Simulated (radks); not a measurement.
All-electron atom: neutral iridium in [Kr] 4d10 4f14 5s2 5p5.5 5d7 6s2 7s0.5 (fractional occupations, a model configuration). All-electron calculation, non-relativistic Kohn-Sham, SCAN, spin-unpolarised, spherical densities, point nucleus; meta-GGA in the generalised Kohn-Sham scheme; relativity is left out, which matters for an element this heavy. Program: a radial shooting solver on a logarithmic mesh with Libxc functionals.

Normalised radial functions P(r) = r R(r), r in bohr:

```
   r/bohr * 4f, o 6s (the largest magnitude, 1.42, reaches the edge; | marks zero, & curves that meet)
 0.002163                             *o
 0.002579                             *o
 0.003051                             *o
 0.003638                             *o
 0.004304                             *o
 0.005132                             *o
 0.006071                             *o
 0.007239                             *o
 0.008564                             *o
  0.01021                             *o
  0.01208                             *o
   0.0144                             *o
  0.01704                             *o
  0.02032                             &
  0.02404                             &
  0.02843                             &
   0.0339                            o*
  0.04011                            o*
  0.04782                           o |*
  0.05657                           o |*
  0.06746                           o |*
   0.0798                            o| *
  0.09516                             o   *
   0.1126                             |o    *
   0.1342                             | o     *
   0.1588                             |  o       *
   0.1893                             | o            *
    0.224                             |o                 *
   0.2671                           o |                      *
   0.3159                          o  |                         *
   0.3767                         o   |                          *
   0.4457                          o  |                         *
   0.5314                             o                       *
   0.6286                             |  o                 *
   0.7496                             |     o         *
   0.8867                             |     o     *
    1.049                             |   o   *
    1.251                             |o   *
     1.48                         o   |  *
    1.764                     o       |*
    2.087                  o          |*
    2.489                o            *
    2.944                 o           *
    3.511                   o         *
    4.153                     o       *
    4.952                        o    *
    5.858                          o  *
    6.985                            o*
    8.263                            o*
    9.853                             &
    11.66                             &
     13.9                             &
    16.44                             &
    19.61                             &
    23.19                             &
    27.65                             &
    32.71                             &
```

4f: eigenvalue -80.677 eV, 0 radial nodes, <r> = 0.521 bohr, 90 % of the charge inside 0.839 bohr. 6s: eigenvalue -7.820 eV, 5 radial nodes at r = 0.0250, 0.0936, 0.235, 0.532, 1.29 bohr, <r> = 3.00 bohr, 90 % of the charge inside 4.41 bohr.
